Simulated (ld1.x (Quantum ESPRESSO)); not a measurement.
**Configuration tests for tellurium (TM)**

ld1.x (Quantum ESPRESSO) 7.5 input, shortened:

```
&input
   title='Te', zed=52., rel=2, dft='REVPBE', iswitch=3,
   config='[Kr] 4d10 5s2 5p4', rel_dist='average'
 /
 &inputp
   pseudotype=2, tm=.true., lloc=2,
   nlcc=.false.
 /
3
5S  1  0   2.00   0.00  1.45  1.45  0.0
5P  2  1   4.00   0.00  1.85  1.85  0.0
4D  3  2  10.00   0.00  1.05  1.05  0.0
 &test
   configts(1)='4d10 5s2 5p4'
 /
```

Open shells are filled in proportion to 2j + 1 (rel_dist='average').

Energies are relative to the spin-unpolarised reference configuration 4d10 5s2 5p4; without spin polarisation the order of configurations can differ from experiment. The d channel is local and has no spin–orbit splitting in the pseudo-atom. The frozen-core shift is the all-electron ΔE with the core orbitals held at their reference shape minus the fully relaxed ΔE.

```csv
valence configuration,charge,ΔE all-electron (eV),error AE − PS (meV),frozen-core shift (meV)
4d10 5s2 5p3,+1,9.703,+0.7,+0.1
4d10 5s2 5p2,+2,27.592,+3.4,+0.9
4d10 5s2 5p1,+3,54.430,+11,+3.9
4d9 5s2 5p5,0,38.205,-275,+158
4d9 5s2 5p4,+1,49.186,-209,+165
```

(1) What are ΔE and the potential's error for 4d10 5s0 5p6?

(2) What are ΔE and the potential's error for 4d10 5s1 5p5?

Levels in the configuration 4d10 5s2 5p2:

```csv
level,all-electron (eV),pseudo (eV)
4d j=3/2,-61.803,-60.760
4d j=5/2,-60.330,-60.760
5s j=1/2,-32.618,-32.602
5p j=1/2,-22.965,-22.959
5p j=3/2,-21.898,-21.894
```

Note: ghost states, extra bound levels that the all-electron valence spectrum of the same l lacks: s at -184.3 eV, p3/2 at -83.7 eV, p1/2 at -78.6 eV. A true bound ghost makes a file unfit for plane-wave use. The potential misses its own reference levels by up to 0.9 eV.

Results:

(1) ΔE = 18.576 eV all-electron; the error (AE − PS) is -12 meV.

(2) ΔE = 9.197 eV all-electron; the error (AE − PS) is -2.9 meV.
